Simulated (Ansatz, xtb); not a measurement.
**Relaxing a trial structure of H3PSiSn**

The starting geometry of this gas-phase singlet was built from a drawn formula by distance geometry and a force field; its bonds are those of `[SiH]#[P]=[SnH2]`.

```xyz
6

P    -0.6448    0.8345   -0.6975
Si   -0.2767    1.3023   -2.4370
Sn   -1.1455    0.2714    1.4112
H     0.0122    1.6529   -3.7861
H    -1.3274    1.5493    2.6116
H    -1.3280   -1.3720    1.8336
```

Problem. Predict what it relaxes into with r2SCAN-D4/def2-SVP.

Solution. New bonds form, giving a structure with H4 bridging Sn3 and Si2, given below by its coordinates. Distances that change by over a tenth: P1–Si2 (1.84 → 2.16 Å), Si2–H4 (1.42 → 1.72 Å). Contacts that close: Si2–Sn3 (4.08 → 2.82 Å), Sn3–H4 (5.50 → 1.96 Å).

The energy falls by 3.88 eV over 39 steps:

| step | E − E(last) (eV) |
| --- | --- |
| 1 | 3.876 |
| 5 | 1.895 |
| 9 | 1.240 |
| 14 | 1.116 |
| 18 | 1.100 |
| 22 | 0.996 |
| 26 | 0.824 |
| 31 | 0.516 |
| 35 | 0.028 |
| 39 | 0.000 |

Final geometry (Å):

```yaml
atoms:
  - { symbol: P, position_ang: [-0.4915, -0.7738, -1.6184] }
  - { symbol: Si, position_ang: [0.3041, 1.2254, -1.8560] }
  - { symbol: Sn, position_ang: [-1.1920, 0.4134, 0.3893] }
  - { symbol: H, position_ang: [-0.2524, 1.9472, -0.3959] }
  - { symbol: H, position_ang: [-2.7442, 1.1148, 0.5505] }
  - { symbol: H, position_ang: [-0.3342, 0.3114, 1.8662] }
```

From the same start GFN2-xTB ends elsewhere, in pieces: HPSi + H2Sn.

The end wasn't checked by frequencies. Atoms past krypton carry core potentials, without spin–orbit terms. Run with Ansatz 0.2.0, 120 s on 1 thread of Intel(R) Xeon(R) Platinum 8259CL CPU @ 2.50GHz (Skylake/Cascade Lake), with other jobs on the host.
